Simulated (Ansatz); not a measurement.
One change: `NBCBr` becomes `OBCBr`.

Ansatz, PBE0-D4/def2-TZVP geometries, multiplicity 1. Each molecule was computed in one conformer, which needn't be the lowest.

Scalar relativity is left out up to krypton.

```csv
property,`NBCBr`
HOMO–LUMO gap (ωB97M-V/def2-TZVPP) / eV,12.08
HOMO energy (B3LYP/def2-TZVPP) / eV,-7.50
"ideal-gas entropy at 298 K and 1 bar (rigid rotor, harmonic PBE0-D4/def2-TZVP) / J/(mol·K)",312
LUMO energy (PBE0/def2-TZVPP) / eV,0.16
LUMO energy (ωB97M-V/def2-TZVPP) / eV,2.07
LUMO energy (PBE/def2-TZVPP) / eV,-0.85
```

**Question.** What does the change do to each property? (Best estimate.)

**Answer.** Ansatz gave: 
| property | `OBCBr` | shift |
| --- | --- | --- |
| HOMO–LUMO gap (ωB97M-V/def2-TZVPP) / eV | 11.17 | -0.91 |
| HOMO energy (B3LYP/def2-TZVPP) / eV | -7.59 | -0.09 |
| ideal-gas entropy at 298 K and 1 bar (rigid rotor, harmonic PBE0-D4/def2-TZVP) / J/(mol·K) | 314 | 2 |
| LUMO energy (PBE0/def2-TZVPP) / eV | -0.87 | -1.03 |
| LUMO energy (ωB97M-V/def2-TZVPP) / eV | 1.10 | -0.97 |
| LUMO energy (PBE/def2-TZVPP) / eV | -1.85 | -1.00 |

With PBE0 the HOMO falls by 0.09 eV and the LUMO falls by 1.03 eV, so the gap narrows by about 0.94 eV. PBE moves the HOMO by -0.10 eV and ωB97M-V by -0.07 eV. The zero-point energy changes by -32.5 kJ/mol with -3 modes.

B3LYP here is the variant with VWN-RPA as its local correlation; programs differ in this.

Spin–orbit coupling is left out; it splits and shifts lone-pair levels of the heavy atoms by tenths of an eV.
